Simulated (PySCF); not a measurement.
A run for PySCF: R-HF/3-21G on BGeH5O (SMILES O[BH][GeH3]), a point of a torsion scan.

```python
from pyscf import gto, scf, dft, mp
from pyscf.data.elements import chemcore

mol = gto.M(
    atom='''
    O     1.54341414    0.83160727    0.07767578
    B     0.79416537   -0.25104910    0.25176703
    Ge    0.14787232   -0.56204801    2.14213918
    H     2.20919633    0.85128727   -0.61108122
    H     0.70791462   -1.07753848   -0.59005271
    H    -1.25346024   -1.02992742    2.39139885
    H     0.32215742    0.57079355    3.10087849
    H     0.94572037   -1.66218640    2.77858427
    ''',
    basis='3-21g',
    charge=0, spin=0, verbose=3, max_memory=1800)
mf = scf.RHF(mol)
mf.conv_tol = 1e-8
mf.max_cycle = 100
mf.kernel()
if not mf.converged:
    mf = mf.newton().run(mf.mo_coeff, mf.mo_occ)
```

The log:

```
converged SCF energy = -2167.22960941873
```

The calculation finished and met its thresholds.

Cost: around 0.5 core-seconds (rough).
